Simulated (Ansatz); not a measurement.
`N[SiH2]/C=C/[SiH3]` + `NCCO` → `NCC[SiH2]N` + `O/C=C/[SiH3]`  (formal exchange of groups at the Si–C bond)

Program: Ansatz. Geometries: PBE0-D4/def2-TZVP. ΔE: electronic, gas phase. CCSD(T)/CBS adds triple-zeta CCSD(T) − MP2 to the extrapolated MP2 energy (def2 sets, frozen cores). This one scheme is used for every species. Double bonds are as drawn, so ΔE can hold a change between cis and trans. One conformer a species, not always the lowest.

`N[SiH2]/C=C/[SiH3]`:

Z-matrix (Å, degrees):
```
Si
C 1 1.870
N 1 1.713 2 114.6
H 1 1.488 2 108.2 3 120.8
H 1 1.488 2 108.1 3 -120.8
C 2 1.337 1 123.3 3 -0.2
H 2 1.092 1 118.4 3 179.8
H 3 1.005 1 122.0 2 -77.7
H 3 1.005 1 122.0 2 78.1
Si 6 1.861 2 123.9 1 -180.0
H 6 1.092 2 117.6 1 0.0
H 10 1.489 6 110.9 2 -120.6
H 10 1.489 6 110.8 2 120.3
H 10 1.487 6 109.1 2 -0.1
```

`NCCO`:

Cartesian coordinates in Å:
```
N 0.447 0.128 -1.445
C 0.040 -0.721 -0.339
C -0.602 0.115 0.738
O 0.389 0.987 1.255
H 1.086 0.833 -1.099
H 0.941 -0.408 -2.147
H -0.698 -1.446 -0.697
H 0.865 -1.291 0.117
H -1.433 0.683 0.300
H -0.998 -0.539 1.527
H -0.038 1.658 1.790
```

`NCC[SiH2]N`:

```xyz
15

N     2.013   -0.763    1.379
C     0.827   -0.766    0.533
C     0.591    0.603   -0.080
Si   -0.846    0.676   -1.285
N    -2.400    0.292   -0.655
H     2.149   -1.669    1.810
H     1.900   -0.093    2.131
H     0.994   -1.497   -0.266
H    -0.086   -1.085    1.061
H     0.414    1.342    0.714
H     1.498    0.929   -0.604
H    -0.581   -0.296   -2.382
H    -0.916    2.061   -1.827
H    -2.669   -0.662   -0.484
H    -2.889    0.927   -0.046
```

`O/C=C/[SiH3]`:

Z-matrix (Å, degrees):
```
Si
C 1 1.844
H 1 1.489 2 111.7
H 1 1.489 2 111.7 3 -119.9
H 1 1.488 2 108.5 3 120.1
C 2 1.334 1 121.6 3 -120.1
H 2 1.090 1 120.0 3 59.9
O 6 1.345 2 127.2 1 180.0
H 6 1.086 2 122.5 1 0.0
H 8 0.964 6 109.2 2 0.0
```

| species | CCSD(T)/CBS(def2) energy (Eh) |
| --- | --- |
| `N[SiH2]/C=C/[SiH3]` | -714.38479 |
| `NCCO` | -210.18096 |
| `NCC[SiH2]N` | -480.63644 |
| `O/C=C/[SiH3]` | -443.93797 |

Problem. Work out ΔE.

Solution. ΔE = (-480.63644) + (-443.93797) − (-714.38479) − (-210.18096) = -0.00866 Eh = -5.4 kcal/mol.

Largest T1 diagnostic among the species: 0.013.

In def2-TZVPP, CCSD(T) changes the Hartree–Fock value by −1.2 kcal/mol (the triples alone add −0.3 kcal/mol) and MP2 by −2.0 kcal/mol.
